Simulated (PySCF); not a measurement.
Compound: Ge2H6Se.
Atom-mapped SMILES: `[GeH3:1][Se:2][GeH3:3]` (hydrogens: H4, H5, H6 on Ge1; H7, H8, H9 on Ge3)

Method used: TDDFT wB97X-D/def2-SVPD, vertical, gas phase, core orbitals frozen in the response (PySCF 2.14.0, density-fitted response routines). Isolated species at its PBE0-D3(BJ)/def2-SVP geometry, gas phase. The wB97X-D/def2-SVPD calculation is non-relativistic and has no spin–orbit coupling, an omission that weighs most on germanium and selenium.

Computed states:

| state | E (eV) | f |
| --- | --- | --- |
| S1 | 5.12 | 0.0000 |
| S2 | 5.22 | 0.025 |
| S3 | 6.22 | 0.0002 |
| S4 | 6.37 | 0.0018 |
| S5 | 6.80 | 0.0001 |
| S6 | 7.01 | 0.143 |
| S7 | 7.25 | 0.0086 |
| S8 | 7.35 | 0.0000 |
| S9 | 7.40 | 0.028 |
| S10 | 7.44 | 0.023 |

Each state is given a Gaussian of 0.25 eV full width at half maximum, with ε(max) = 2.175×10⁸ f / Δν̃ (Δν̃ the width in cm⁻¹). The width is an assumption, not a result. The curve ends short of the highest state used, and states not computed would add to its high-energy end.

Task: Give the broadened spectrum and its maxima.

Result: 
```csv
λ (nm),ε (L mol⁻¹ cm⁻¹)
181.4,4095
184.1,569
186.9,42
189.6,52
192.4,148
195.1,200
197.9,142
200.6,61
203.4,18
206.1,4
208.9,1
211.6,0
214.4,0
217.1,0
219.9,1
222.6,11
225.4,77
228.1,328
230.9,968
233.6,1882
236.4,2605
239.1,2569
241.9,1844
244.6,1007
247.4,408
250.1,133
252.9,33
255.7,6
258.4,1
261.2,0
```

Maxima: 238 nm (5.22 eV), ε about 2700, made up of S2 (100%); 195 nm (6.36 eV), ε about 200, made up of S4 (96%) (ε in L mol⁻¹ cm⁻¹; maxima over ε = 5, shares over 10%). At its high-energy end, 6.84 eV, the curve is still rising (ε about 4400, from S6).

Task: On this curve, what absorbance would a 10⁻⁴ mol/L sample give at 222 nm over a 1 cm path?

Result: 222 nm is 5.585 eV, where ε is about 6.8 L mol⁻¹ cm⁻¹, so A = ε c l ≈ 0.00068 (Beer–Lambert, with the gas-phase spectrum and the assumed width).

Task: Coming from long wavelengths, where does ε first pass 100 L mol⁻¹ cm⁻¹?

Result: At about 251 nm (4.95 eV), 0.18 eV below S1.

Task: What would ε be at 5.22 eV, the highest of these maxima, with half the width (0.125 eV)?

Result: About 5370 L mol⁻¹ cm⁻¹ against 2690, a factor of about 2.00; a lone state at its own centre would give exactly 2.

All these states lie below the vertical ionisation energy of 8.81 eV (ΔSCF).
